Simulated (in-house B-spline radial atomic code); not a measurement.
Values are calculated unless marked as measured or tabulated.
# C6 from the polarisability at imaginary frequency: Zn

CAM-B3LYP linear response of the closed shell [Ar] 3d10 4s2, from a B-spline radial code for spherical atoms; scalar-relativistic (spin-free one-electron X2C), finite nucleus, no spin-orbit coupling; shells from n = 2 respond.

The dispersion coefficient of two like species is C6 = (3/π) ∫ α(iu)² du from 0 to ∞.

| u (hartree) | α(iu) (bohr³) |
| --- | --- |
| 0 | 39.02 |
| 0.03 | 38.34 |
| 0.07 | 35.58 |
| 0.12 | 30.54 |
| 0.2 | 22.53 |
| 0.3 | 15.48 |
| 0.45 | 9.688 |
| 0.7 | 5.524 |
| 1 | 3.487 |
| 1.5 | 2.079 |
| 2.5 | 1.081 |
| 5 | 0.4215 |

**Question.** Fit one oscillator, α(iu) = α(0)/(1 + u²/ω²), through u = 0.45 and estimate C6.

**Answer.** From α(0)/α(iu) − 1 = 39.02/9.688 − 1 = 3.0277, ω = u/√3.0277 = 0.2586 hartree (7.0 eV). London's formula gives C6 = (3/4) α(0)² ω = 0.75 × 39.02² × 0.2586 = 295.3 hartree·bohr⁶, and the oscillator holds f = α(0) ω² = 2.61 electrons, of a sum of oscillator strengths of 28.6.

**Question.** How does that compare with the full integral?

**Answer.** The program's quadrature over all excitations gives C6 = 283.4, so the single oscillator is off by +4.2 %. At the last point the fit gives α = 0.104 against 0.421: higher excitations, and deeper shells where there are any, keep the true curve higher at large u.
